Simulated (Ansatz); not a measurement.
Input for Ansatz (an electronic-structure program): R-CCSD(T)/aug-cc-pV(T+d)Z on ClH3Si (SMILES [SiH3]Cl) with ghost functions. Files ending in .json are basis or fitting sets from the Basis Set Exchange.

Ansatz 0.2 input:
```yaml
crystal:
  periodic: [false, false, false]
  atoms:
    - {symbol: Si, position_ang: [0.70977749, 0.07335040, 3.23326009]}
    - {symbol: Cl, position_ang: [-0.98528245, 0.96309388, 2.43552327]}
    - {symbol: H, position_ang: [0.78060429, -1.31824759, 2.75476011]}
    - {symbol: H, position_ang: [0.56888002, 0.10633308, 4.70319930]}
    - {symbol: H, position_ang: [1.89040120, 0.84777983, 2.81257205]}
basis:
  gaussian:
    orbitals: aug-cc-pV_T+d_Z.json
    ghost_atoms:
      - {symbol: S, position_ang: [1.20144351, -0.08017689, -0.53455461]}
      - {symbol: H, position_ang: [-0.04476525, -0.52801572, -0.31494729]}
      - {symbol: H, position_ang: [0.84537292, 1.18737266, -0.27320004]}
magnetization: {spin_polarized: false}
correlation: {method: ccsd_t, electrons: outside_noble_gas}
scf: {lower_state_search: off}
```

The head of its log:

```
WARN ansatz: RAYON_NUM_THREADS=2 ignored (pool sized by the plan → 2); use --threads N
Functional definition: HF
these checks for a lower state are left out or cut short: stability, starts, cluster_reference, orbital_swaps, neighbouring_geometries, increment
integrals: 2.23 GiB planned
1572 factors; integrals over basis functions are off by at most 1.5e-3 eV
mean field: 1.05 GiB planned
mean field evaluation 1: about -20414.8528 eV, gradient 1.3e1 eV
mean field evaluation 2: about -20414.9324 eV, gradient 1.3e1 eV
mean field evaluation 4: about -20415.6880 eV, gradient 1.7e0 eV
mean field evaluation 8: about -20415.7009 eV, gradient 2.6e-4 eV
mean field -20415.70087887 eV, -750.2631690393 hartree, gradient 1.1e-6 eV, S^2 0.000000; 0 other end points of the search recorded, 0 dependent functions left out
10 core orbitals not correlated
reference -20415.70087887 eV, -750.2631690393 hartree; 7, 7 occupied and 263, 263 virtual orbitals, 1572 factors
```

Question: Predict the final total energy.

Answer: -750.6410 hartree (reference determinant -750.2632, T1 diagnostic 0.009).
